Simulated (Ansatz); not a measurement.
`[CH3][AlH][CH2]F` + `N=C=O` → `[CH3][AlH][N]=C=O` + fluoromethane at 400 K and 1 bar (ligand exchange at the Al–C bond).

Program: Ansatz. Geometries: PBE0-D4/def2-TZVP. ΔE: electronic, gas phase. CCSD(T)/CBS adds triple-zeta CCSD(T) − MP2 to the extrapolated MP2 energy (def2 sets, frozen cores). This one scheme is used for every species. One conformer a species, not always the lowest.

```tsv
species	CCSD(T)/CBS energy (Eh)	H − E (kJ/mol)	S (J/(mol·K))
`[CH3][AlH][CH2]F`	-421.50169	217.4	378.2
`N=C=O`	-168.51995	72.4	252.4
`[CH3][AlH][N]=C=O`	-450.45557	179.3	399.1
`CF`	-139.63461	117.5	234.3
```

H − E and S are ideal-gas, rigid-rotor, harmonic terms from PBE0-D4/def2-TZVP, for one conformer and one mirror image of each species. 1 Eh = 2625.50 kJ/mol, R = 8.31446 J/(mol·K).

By hand: ΔE, ΔH, ΔS and ΔG.

ΔE = (-450.45557) + (-139.63461) − (-421.50169) − (-168.51995) = -0.06854 Eh = -180.0 kJ/mol. Δ(H − E) = 179.3 + 117.5 − 217.4 − 72.4 = 7.0, so ΔH = -173.0 kJ/mol. ΔS = 399.1 + 234.3 − 378.2 − 252.4 = 2.8 J/(mol·K). ΔG = -173.0 − 400 × (2.8)/1000 = -174.1 kJ/mol.

By hand: the equilibrium constant, and the temperature at which ΔG would vanish if ΔH and ΔS stayed fixed.

log₁₀ K = −ΔG/(RT ln 10) = 22.7. ΔH and −TΔS have one sign here, so there is no such temperature. One of them is within its doubt of zero, so this could turn.

The number of gas molecules stays the same, so ΔS is small and ΔH decides. A doubt of 5 kJ/mol in ΔE shifts log₁₀ K by 0.7 here. Other conformers and mirror images would add mixing entropy, several J/(mol·K) or more a flexible species. Modes under 60 cm⁻¹, often nearly free rotors, make the harmonic entropy too high. These are equilibria of isolated gas molecules and say nothing of rates. Largest T1 diagnostic: 0.018 (customary marks: 0.02 for closed shells, 0.045 for open ones).
